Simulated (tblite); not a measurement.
Compound: C7H6NO (doublet state).
Structure used (GFN2-xTB), in Å, numbered top down from 1:
```xyz
15
C7H6NO angstrom
C      2.4342    0.6805   -0.0027
C      1.2895    1.4513   -0.0981
C      0.1249    0.7032   -0.0691
C      0.1664   -0.6896    0.0507
C      1.3816   -1.3347    0.1409
N      2.4858   -0.5909    0.1068
C     -1.2408   -1.2022    0.0616
O     -2.0608   -0.0818   -0.2435
C     -1.3126    1.1204   -0.1379
H      1.2982    2.5249   -0.1881
H      1.4922   -2.4051    0.2367
H     -1.5062   -1.6077    1.0499
H     -1.4190   -1.9772   -0.6908
H     -1.6032    1.6710    0.7701
H     -1.5346    1.7460   -1.0085
```

All values are computed: GFN2-xTB (tblite) harmonic vibrations without scaling, gas phase. The method is semi-empirical: single wavenumbers can be off by several per cent or more. One conformer, not necessarily the lowest. Open shells enter through the occupations alone, without spin polarisation, and single modes of such species can be off by tens of per cent.

Harmonic wavenumbers (cm⁻¹): 80.8, 167.7, 216.3, 337.0, 375.3, 476.9, 512.8, 567.3, 645.4, 691.8, 781.2, 817.8, 847.7, 880.6, 954.0, 971.0, 982.6, 1059.9, 1079.2, 1115.5, 1144.1, 1155.1, 1185.8, 1219.4, 1260.3, 1271.8, 1340.5, 1365.8, 1422.4, 1458.4, 1464.6, 1536.5, 1635.4, 2848.4, 2852.1, 2934.5, 2936.2, 3069.8, 3102.4.

A = 3878, B = 1596, C = 1149 MHz; mass 120.045 u (most abundant isotopes); point group C1, symmetry number 1; spin multiplicity 2.

**Question.** What is the zero-point energy?

**Answer.** Half the sum of the wavenumbers: 24382 cm⁻¹ = 69.71 kcal/mol.

**Question.** What is S at 350 K and 1 bar for an ideal gas of classical rigid rotors and harmonic oscillators?

**Answer.** Translation 41.09, rotation 28.68, vibration 18.43, spin (R ln 2) 1.38: S = 89.6 cal/(mol K).

**Question.** And Cp and H(350 K) − H(0)?

**Answer.** Cp = 33.23 cal/(mol K), of which vibrations give 25.28 (their classical limit is 39 R = 77.5); H(350 K) − H(0) = 6.57 kcal/mol without the zero-point energy, 3.79 from vibrations.

**Question.** How do the functions run with temperature in this model?

**Answer.** 
| T (K) | S (cal/(mol K)) | Cp (cal/(mol K)) | H − H(0) (kcal/mol) | G − H(0) (kcal/mol) | ln q(vib) |
| --- | --- | --- | --- | --- | --- |
| 150 | 70.0 | 16.1 | 1.71 | -8.79 | 1.07 |
| 250 | 80.0 | 24.1 | 3.71 | -16.30 | 2.35 |
| 298.15 | 84.6 | 28.5 | 4.97 | -20.26 | 3.04 |
| 400 | 94.3 | 37.6 | 8.35 | -29.37 | 4.62 |
| 600 | 112.3 | 51.4 | 17.33 | -50.07 | 8.03 |
| 900 | 135.7 | 63.7 | 34.77 | -87.39 | 13.28 |

q(vib) and H(0) count from the zero-point level.

**Question.** Which modes carry the vibrational entropy at 350 K?

**Answer.** 80.8 cm⁻¹: 4.19; 167.7 cm⁻¹: 2.77; 216.3 cm⁻¹: 2.28; 337.0 cm⁻¹: 1.49; 375.3 cm⁻¹: 1.31; 476.9 cm⁻¹: 0.94 cal/(mol K); the other 33 give 5.45 together.

Hindered rotation and anharmonicity are outside this model. Other conformers, if any are populated, would add a mixing term that is left out. The structure is chiral; the term R ln 2 for an equal mix with its mirror image is left out.
